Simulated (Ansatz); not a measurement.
Molecular dynamics of BH8NO2Si

input.yaml

```yaml
crystal:
  periodic: [false, false, false]
  atoms:
    - { symbol: B, position_ang: [-0.574, 0.3733, 0.1553] }
    - { symbol: "N", position_ang: [0.873, 1.4337, 0.3601] }
    - { symbol: O, position_ang: [-1.3747, 0.7496, -0.9004] }
    - { symbol: O, position_ang: [-1.1392, 0.1243, 1.3846] }
    - { symbol: H, position_ang: [1.0967, 0.161, -0.0174] }
    - { symbol: Si, position_ang: [0.4906, -1.5803, -0.3475] }
    - { symbol: H, position_ang: [1.052, 1.6542, 1.3281] }
    - { symbol: H, position_ang: [0.9533, 2.2675, -0.209] }
    - { symbol: H, position_ang: [-0.9256, 1.0355, -1.6907] }
    - { symbol: H, position_ang: [-2.0908, 0.2228, 1.3902] }
    - { symbol: H, position_ang: [1.0722, -2.341, 0.7596] }
    - { symbol: H, position_ang: [-0.7585, -2.2788, -0.6753] }
    - { symbol: H, position_ang: [1.3251, -1.8217, -1.5375] }
magnetization:
  spin_polarized: true
basis:
  gaussian: { orbitals: STO-3G }
hamiltonian:
  xc: b3lyp
  dispersion: d4
md:
  timestep: 0.5
  n_steps: 103
  ensemble: nve
  temperature: 100.0
  initial_velocities: maxwell_boltzmann
  seed: 487105
```

Run as:

```bash
$ ansatz run input.yaml --threads 1 --pin off --max-ram 2048MiB --backend cpu --events-out ev --progress --plain --runs-dir out
```

It starts from a rough guess of a transition structure, not a stationary point.

Output, in part (step lines, the closing report, with atoms numbered from 0):

```
md step     0: t =     0.00 fs  T =   100.0 K  F+E_penalty+E_count = -14091.10100840 eV  E_kin = 0.142186 eV  conserved = -14090.95882240 eV  (25 SCF iters)
md step     1: t =     0.50 fs  T =   125.3 K  F+E_penalty+E_count = -14091.13867438 eV  E_kin = 0.178107 eV  conserved = -14090.96056727 eV  (22 SCF iters)
[... lines left out ...]
Total energy: -14092.07159521 eV, -517.8740791749 hartree
Atom 0 at    -0.952431    -0.236406     0.056757 Å, force     0.191825     3.920410     0.728446 eV/Å
Atom 1 at     1.045428     1.457344     0.426971 Å, force     0.770337     2.641340     0.702309 eV/Å
Atom 2 at    -1.285145     0.816514    -0.904738 Å, force    -0.599735    -1.695776     1.566668 eV/Å
Atom 3 at    -1.136428     0.270646     1.438614 Å, force     0.482997    -0.898598    -2.581830 eV/Å
Atom 4 at     1.986759     1.988981     0.563554 Å, force     0.017088    -1.074874     0.001105 eV/Å
Atom 5 at     0.443482    -1.578325    -0.386733 Å, force     0.541838    -1.296215    -0.067831 eV/Å
Atom 6 at     0.690504     1.533516     1.504358 Å, force     0.193654     0.479949    -2.703006 eV/Å
Atom 7 at     0.614440     2.319943    -0.173455 Å, force    -0.309657    -1.910378     1.956146 eV/Å
Atom 8 at    -1.532942     0.458788    -1.834521 Å, force     0.600789    -0.286265     0.398011 eV/Å
Atom 9 at    -1.214438     1.305528     1.335762 Å, force    -0.764889    -0.991452    -0.248612 eV/Å
Atom 10 at     1.395958    -1.824645     0.709967 Å, force    -0.303190     0.681105    -0.462553 eV/Å
Atom 11 at     0.161417    -2.973661    -0.712070 Å, force    -0.635240     0.360509    -0.015698 eV/Å
Atom 12 at     1.132428    -1.138787    -1.613384 Å, force    -0.185817     0.070247     0.726845 eV/Å
Dipole moment:    -0.107730     0.587530    -0.093317 e Å
```

The steps, from the saved trajectory:

```json
{"time (fs)": "0.0", "T (K)": "100", "potential energy less start (eV)": "0.000", "conserved less start (meV/atom)": "0.00"}
{"time (fs)": "1.5", "T (K)": "259", "potential energy less start (eV)": "-0.234", "conserved less start (meV/atom)": "-0.59"}
{"time (fs)": "3.0", "T (K)": "302", "potential energy less start (eV)": "-0.293", "conserved less start (meV/atom)": "-0.42"}
{"time (fs)": "4.5", "T (K)": "299", "potential energy less start (eV)": "-0.286", "conserved less start (meV/atom)": "-0.18"}
{"time (fs)": "6.0", "T (K)": "507", "potential energy less start (eV)": "-0.586", "conserved less start (meV/atom)": "-0.50"}
{"time (fs)": "7.5", "T (K)": "640", "potential energy less start (eV)": "-0.775", "conserved less start (meV/atom)": "-0.54"}
{"time (fs)": "9.0", "T (K)": "705", "potential energy less start (eV)": "-0.864", "conserved less start (meV/atom)": "-0.27"}
{"time (fs)": "10.5", "T (K)": "914", "potential energy less start (eV)": "-1.167", "conserved less start (meV/atom)": "-0.79"}
{"time (fs)": "12.0", "T (K)": "842", "potential energy less start (eV)": "-1.061", "conserved less start (meV/atom)": "-0.52"}
{"time (fs)": "13.5", "T (K)": "716", "potential energy less start (eV)": "-0.879", "conserved less start (meV/atom)": "-0.17"}
{"time (fs)": "15.0", "T (K)": "896", "potential energy less start (eV)": "-1.139", "conserved less start (meV/atom)": "-0.52"}
{"time (fs)": "16.5", "T (K)": "1032", "potential energy less start (eV)": "-1.333", "conserved less start (meV/atom)": "-0.63"}
{"time (fs)": "18.0", "T (K)": "1065", "potential energy less start (eV)": "-1.375", "conserved less start (meV/atom)": "-0.20"}
{"time (fs)": "19.5", "T (K)": "1318", "potential energy less start (eV)": "-1.742", "conserved less start (meV/atom)": "-0.74"}
{"time (fs)": "21.0", "T (K)": "1316", "potential energy less start (eV)": "-1.737", "conserved less start (meV/atom)": "-0.66"}
{"time (fs)": "22.5", "T (K)": "1100", "potential energy less start (eV)": "-1.425", "conserved less start (meV/atom)": "-0.24"}
{"time (fs)": "24.0", "T (K)": "1112", "potential energy less start (eV)": "-1.444", "conserved less start (meV/atom)": "-0.37"}
{"time (fs)": "25.5", "T (K)": "1248", "potential energy less start (eV)": "-1.640", "conserved less start (meV/atom)": "-0.59"}
{"time (fs)": "27.0", "T (K)": "1303", "potential energy less start (eV)": "-1.717", "conserved less start (meV/atom)": "-0.47"}
{"time (fs)": "28.5", "T (K)": "1355", "potential energy less start (eV)": "-1.790", "conserved less start (meV/atom)": "-0.51"}
{"time (fs)": "30.0", "T (K)": "1344", "potential energy less start (eV)": "-1.777", "conserved less start (meV/atom)": "-0.68"}
{"time (fs)": "31.5", "T (K)": "1140", "potential energy less start (eV)": "-1.484", "conserved less start (meV/atom)": "-0.41"}
{"time (fs)": "33.0", "T (K)": "982", "potential energy less start (eV)": "-1.258", "conserved less start (meV/atom)": "-0.30"}
{"time (fs)": "34.5", "T (K)": "987", "potential energy less start (eV)": "-1.268", "conserved less start (meV/atom)": "-0.48"}
{"time (fs)": "36.0", "T (K)": "1010", "potential energy less start (eV)": "-1.301", "conserved less start (meV/atom)": "-0.47"}
{"time (fs)": "37.5", "T (K)": "1032", "potential energy less start (eV)": "-1.331", "conserved less start (meV/atom)": "-0.44"}
{"time (fs)": "39.0", "T (K)": "1092", "potential energy less start (eV)": "-1.418", "conserved less start (meV/atom)": "-0.61"}
{"time (fs)": "40.5", "T (K)": "1073", "potential energy less start (eV)": "-1.390", "conserved less start (meV/atom)": "-0.48"}
{"time (fs)": "42.0", "T (K)": "1043", "potential energy less start (eV)": "-1.346", "conserved less start (meV/atom)": "-0.42"}
{"time (fs)": "43.5", "T (K)": "1060", "potential energy less start (eV)": "-1.372", "conserved less start (meV/atom)": "-0.55"}
{"time (fs)": "45.0", "T (K)": "1037", "potential energy less start (eV)": "-1.340", "conserved less start (meV/atom)": "-0.51"}
{"time (fs)": "46.5", "T (K)": "924", "potential energy less start (eV)": "-1.181", "conserved less start (meV/atom)": "-0.74"}
{"time (fs)": "48.0", "T (K)": "655", "potential energy less start (eV)": "-0.791", "conserved less start (meV/atom)": "-0.16"}
{"time (fs)": "49.5", "T (K)": "692", "potential energy less start (eV)": "-0.849", "conserved less start (meV/atom)": "-0.49"}
{"time (fs)": "51.0", "T (K)": "777", "potential energy less start (eV)": "-0.969", "conserved less start (meV/atom)": "-0.57"}
```

The run went to its last step. The conserved energy stayed within 0.82 meV per atom of its start (net change -0.57 meV per atom), so the integration is sound. The system heated up, since it started high on the potential surface and ran downhill. A run of 0.051 ps of so small a system gives no equilibrium averages. The orbitals stay closed-shell, which can raise the energy where a bond breaks towards radicals; this wasn't checked here. Limits of this set-up: minimal basis.

The step under study would form B1–Si6, N2–H5 and break B1–N2, H5–Si6. These pairs go: B1–Si6 2.28 → 1.99 Å, N2–H5 1.35 → 1.09 Å, B1–N2 1.81 → 2.65 Å, H5–Si6 1.87 → 4.00 Å. In the last frame they stand as after the step (other bonds may differ from the relaxed reactants and products). It ends as BH5O2Si + H3N. Pairs count as bonded within 1.25 times the sum of covalent radii (0.12 Å more for H–H).

Last frame:

```xyz
13
Properties=species:S:1:pos:R:3
B -0.952 -0.236 0.057
N 1.045 1.457 0.427
O -1.285 0.817 -0.905
O -1.136 0.271 1.439
H 1.987 1.989 0.564
Si 0.444 -1.578 -0.387
H 0.691 1.534 1.504
H 0.614 2.320 -0.173
H -1.533 0.459 -1.835
H -1.214 1.306 1.336
H 1.396 -1.825 0.710
H 0.161 -2.974 -0.712
H 1.132 -1.139 -1.613
```

The run took 19 min on 1 thread of Intel(R) Xeon(R) Processor @ 2.50GHz (Skylake/Cascade Lake) (shared host), peak memory 0.15 GiB.
